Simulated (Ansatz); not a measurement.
## Worked example: GaHF2 + GaH(CH3) → GaHF + GaH(CH3)F

Species: GaHF2 `[F][GaH][F]`, singlet; GaH(CH3), doublet; GaHF `[F][GaH]`, doublet; GaH(CH3)F, singlet. A radical takes F: the energy is the difference in strength between two Ga–F bonds in different surroundings.

Shapes, held fixed at every level: PBE0-D4/def2-TZVP. Programs: Ansatz 0.2.0. Electronic energies: no zero-point or thermal term.

At CCSD/def2-SVP; 1 Eh = 2625.50 kJ/mol:

```
  species   energy (Eh)
    GaHF2  -2122.959290
 GaH(CH3)  -1963.489249
     GaHF  -2023.326040
GaH(CH3)F  -2063.129498
```

**Question.** Work out ΔE of the reaction at this level.

**Answer.** 
1. Products less reactants: (-2023.326040) + (-2063.129498) − [(-2122.959290) + (-1963.489249)] = -0.006999 Eh = -18.4 kJ/mol.

Other levels give -27.3 (PBE0-D4/def2-TZVPP) to -17.5 kJ/mol (MP2/def2-SVP). No measured value is set beside it here. Open shells run unrestricted. Relativity is left out for Ga. Outer-core shells of Ga are correlated in most correlated rows, in sets that cover them unevenly.
